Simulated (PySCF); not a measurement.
Compound: C3H2F6.
Bonds: F1–C2, C2–C3, C3–F4, C3–F5, C3–C6, C6–F7, C6–F8, C6–F9. Hydrogens: H10, H11 on C2.

The same species was optimised twice, with GFN2-xTB and with PBE0-D3(BJ)/def2-SVP (PySCF), and the same property calculations (PySCF, gas phase) were run on both structures.

```json
{"coordinate": "C2–C3 (Å)", "GFN2-xTB": "1.533", "PBE0-D3(BJ)/def2-SVP": "1.516", "change": "-0.017"}
{"coordinate": "C3–C6 (Å)", "GFN2-xTB": "1.556", "PBE0-D3(BJ)/def2-SVP": "1.540", "change": "-0.016"}
{"coordinate": "C3–F4 (Å)", "GFN2-xTB": "1.354", "PBE0-D3(BJ)/def2-SVP": "1.348", "change": "-0.006"}
{"coordinate": "C3–F5 (Å)", "GFN2-xTB": "1.349", "PBE0-D3(BJ)/def2-SVP": "1.343", "change": "-0.006"}
{"coordinate": "C6–F9 (Å)", "GFN2-xTB": "1.329", "PBE0-D3(BJ)/def2-SVP": "1.324", "change": "-0.005"}
{"coordinate": "C6–F7 (Å)", "GFN2-xTB": "1.326", "PBE0-D3(BJ)/def2-SVP": "1.323", "change": "-0.003"}
{"coordinate": "C6–F8 (Å)", "GFN2-xTB": "1.336", "PBE0-D3(BJ)/def2-SVP": "1.333", "change": "-0.003"}
{"coordinate": "F1–C2 (Å)", "GFN2-xTB": "1.357", "PBE0-D3(BJ)/def2-SVP": "1.358", "change": "+0.001"}
{"coordinate": "F4–C3–F5 (°)", "GFN2-xTB": "106.3", "PBE0-D3(BJ)/def2-SVP": "108.6", "change": "+2.3"}
{"coordinate": "C2–C3–C6 (°)", "GFN2-xTB": "113.4", "PBE0-D3(BJ)/def2-SVP": "115.1", "change": "+1.7"}
{"coordinate": "C2–C3–F4 (°)", "GFN2-xTB": "108.7", "PBE0-D3(BJ)/def2-SVP": "107.4", "change": "-1.3"}
{"coordinate": "F5–C3–C6 (°)", "GFN2-xTB": "108.5", "PBE0-D3(BJ)/def2-SVP": "107.4", "change": "-1.1"}
{"coordinate": "F8–C6–F9 (°)", "GFN2-xTB": "107.6", "PBE0-D3(BJ)/def2-SVP": "108.6", "change": "+1.0"}
{"coordinate": "C2–C3–F5 (°)", "GFN2-xTB": "111.6", "PBE0-D3(BJ)/def2-SVP": "110.6", "change": "-1.0"}
{"coordinate": "C3–C6–F9 (°)", "GFN2-xTB": "111.1", "PBE0-D3(BJ)/def2-SVP": "110.1", "change": "-1.0"}
{"coordinate": "C3–C6–F7 (°)", "GFN2-xTB": "111.7", "PBE0-D3(BJ)/def2-SVP": "110.7", "change": "-1.0"}
{"coordinate": "F1–C2–C3–F4 (°)", "GFN2-xTB": "167", "PBE0-D3(BJ)/def2-SVP": "177", "change": "+10"}
{"coordinate": "C2–C3–C6–F7 (°)", "GFN2-xTB": "-74", "PBE0-D3(BJ)/def2-SVP": "-68", "change": "+6"}
```

Rotational constants: A = 1988, B = 1599, C = 1304 MHz (GFN2-xTB) against A = 2065, B = 1557, C = 1315 MHz (PBE0-D3(BJ)/def2-SVP). Point groups within 0.08 Å: C1 and C1.

On the GFN2-xTB structure: HOMO (eV) -10.20 [PBE0/pcSseg-1]; LUMO (eV) 0.98 [PBE0/pcSseg-1]; dipole (D) 2.08 [PBE0/pcSseg-1]; GIAO shielding of F1 (ppm) 440.7 [PBE0/pcSseg-1]; GIAO shielding of C2 (ppm) 101.5 [PBE0/pcSseg-1]; GIAO shielding of C3 (ppm) 66.3 [PBE0/pcSseg-1]; GIAO shielding of F4/F5 (mean) (ppm) 313.5 [PBE0/pcSseg-1]; GIAO shielding of C6 (ppm) 58.6 [PBE0/pcSseg-1]; GIAO shielding of F7/F8/F9 (mean) (ppm) 266.9 [PBE0/pcSseg-1].

Task: What do these properties become on the PBE0-D3(BJ)/def2-SVP structure?

Result: 
```csv
property,level,on GFN2-xTB,on PBE0-D3(BJ)/def2-SVP,change
HOMO (eV),PBE0/pcSseg-1,-10.20,-10.17,+0.03
LUMO (eV),PBE0/pcSseg-1,0.98,1.14,+0.16
dipole (D),PBE0/pcSseg-1,2.08,1.96,-0.12
"energy, GFN2-xTB geometry as zero (kcal/mol)",PBE0/pcSseg-1,0.0,-1.0,-1.0
GIAO shielding of F1 (ppm),PBE0/pcSseg-1,440.7,438.6,-2.1
GIAO shielding of C2 (ppm),PBE0/pcSseg-1,101.5,103.5,+2.0
GIAO shielding of C3 (ppm),PBE0/pcSseg-1,66.3,69.7,+3.4
GIAO shielding of F4/F5 (mean) (ppm),PBE0/pcSseg-1,313.5,321.6,+8.1
GIAO shielding of C6 (ppm),PBE0/pcSseg-1,58.6,60.1,+1.5
GIAO shielding of F7/F8/F9 (mean) (ppm),PBE0/pcSseg-1,266.9,273.2,+6.3
```

The heavy atoms differ by 0.112 Å rms after alignment. Among bonds between heavy atoms C2–C3 and C3–C6 change most and about equally (-0.017 to -0.016 Å). Changes are differences of the printed values. Neither structure is proved a minimum here.

Conformer computed: `[F:1][CH2:2][C:3]([F:4])([F:5])[C:6]([F:7])([F:8])[F:9]`: F1–C2–C3–F4 177°, C2–C3–C6–F7 -68°.
